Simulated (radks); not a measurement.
Results of a calculation; reference values are marked as such.
Q: All-electron atom: Nb4+ in [Kr] 4d1. Code: a radial shooting solver on a logarithmic mesh with Libxc functionals. Model: Dirac Kohn-Sham, PBE, spin-unpolarised, spherical densities, finite nucleus; open shells fill j = l - 1/2 first; Fermi nuclear charge, rms radius 4.324 fm.

Spin-orbit splittings of the eigenvalues, e(l+1/2) - e(l-1/2), with zeta = 2 splitting/(2l+1) and mean radii in bohr:

shell  occ.  splitting (eV)  zeta (eV)  <r> j=l-1/2  <r> j=l+1/2
2p        6           95.77      63.85       0.1346       0.1391
3p        6           15.53      10.35       0.4384       0.4489
3d       10           2.894      1.157       0.4305       0.4340
4p        6               ?          ?        1.233        1.259
4d        1          0.2688     0.1075        1.602        1.612

Estimate the 4p splitting.

A: 2.275 eV (zeta = 1.517 eV).
